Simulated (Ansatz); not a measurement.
AuCl, closed-shell singlet (the spin of the measured ground state), most abundant isotopes (196.9666 and 34.9689 u). Constants from fifth-degree fits in 1/R to seven points on the lowest solution found; no spin–orbit coupling, no relativity up to Kr; ω_e x_e and α_e move by some per cent with the fit.

Correlated levels freeze the inner cores; with def2 sets outer-core shells near the valence are correlated too. CBS: X⁻³ extrapolation of the correlation energy, Hartree–Fock from the larger set.

Programs: Ansatz (Gaussian orbitals). Each number belongs to the level named beside it. In def2 rows elements past Kr take small-core potentials, without spin–orbit coupling.

| level | r_e (Å) | ω_e (cm⁻¹) | ω_e x_e (cm⁻¹) | α_e (cm⁻¹) |
|---|---|---|---|---|
| PBE/def2-TZVPP | 2.2248 | 360.8 | 1.43 | 0.000578 |
| CCSD(T)/CBS(def2-TZVPP, def2-QZVPP) | 2.2014 | 387.1 | 1.29 | 0.000525 |

D_e from total energies of the atoms and the molecule: 3.03 eV at PBE/def2-TZVPP; 3.03 eV at CCSD(T)/CBS(def2-TZVPP, def2-QZVPP).

Derive the rotational constants, the centrifugal constant, the fundamental, the zero-point energy and the force constant, and test the Morse rule for the well depth.


μ = 29.69661 u.
- PBE/def2-TZVPP: B_e = 16.8576/(μ r_e²) = 0.11468 cm⁻¹; B₀ = B_e − α_e/2 = 0.11439 cm⁻¹; D = 4B_e³/ω_e² = 4.64e-08 cm⁻¹; fundamental ω_e − 2ω_e x_e = 358 cm⁻¹; zero-point energy ω_e/2 − ω_e x_e/4 = 180 cm⁻¹; k = μ(2πcω_e)² = 228 N/m; the line J = 1 ← 0 at 2B₀ = 6.859 GHz; a Morse well would hold ω_e²/(4ω_e x_e) = 2.82 eV against the computed D_e of 3.03 eV
- CCSD(T)/CBS(def2-TZVPP, def2-QZVPP): B_e = 16.8576/(μ r_e²) = 0.11714 cm⁻¹; B₀ = B_e − α_e/2 = 0.11688 cm⁻¹; D = 4B_e³/ω_e² = 4.29e-08 cm⁻¹; fundamental ω_e − 2ω_e x_e = 384 cm⁻¹; zero-point energy ω_e/2 − ω_e x_e/4 = 193 cm⁻¹; k = μ(2πcω_e)² = 262 N/m; the line J = 1 ← 0 at 2B₀ = 7.008 GHz; a Morse well would hold ω_e²/(4ω_e x_e) = 3.59 eV against the computed D_e of 3.03 eV

Measured for the ground state: ω_e 382.8 cm⁻¹ [Huber and Herzberg (1979), NIST Chemistry WebBook].

Ansatz is a program for electronic structure.
